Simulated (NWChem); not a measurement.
Molecule: AgH2OCl; SMILES [Cl][Ag]<-[OH2]

```xyz
5

Ag     0.0023     0.2981    -0.0747
Cl    -0.0020    -1.9793     0.0632
O      0.0043     2.5135    -0.1670
H      0.7724     2.9520     0.2182
H     -0.7655     2.9480     0.2194
```
Atoms are numbered in this order, from 1.

Level: PBE0/def2-SVP with def2 effective core potentials on Ag (NWChem), optimised geometry, unscaled harmonic frequencies. def2 effective core potentials on Ag; no spin-orbit coupling.

```
frequency (cm⁻¹)  IR intensity (km/mol)
----------------  ---------------------
81                                  3.1
82                                  1.1
288                                 2.3
370                               273.3
380                                12.4
530                                19.6
1619                               66.7
3855                               87.2
3948                              152.9
```

```json
{
  "zero_point_energy": "15.9 kcal/mol",
  "thermal correction to the enthalpy at 298.15 K (with zero-point energy)": "20.1 kcal/mol",
  "heat capacity Cv": "15.9 cal/(mol K)",
  "entropy at 298.15 K and 1 atm (symmetry number 1)": "76.1 cal/(mol K)"
}
```

Rigid rotor and harmonic oscillator; modes under 100 cm⁻¹ make the entropy uncertain.
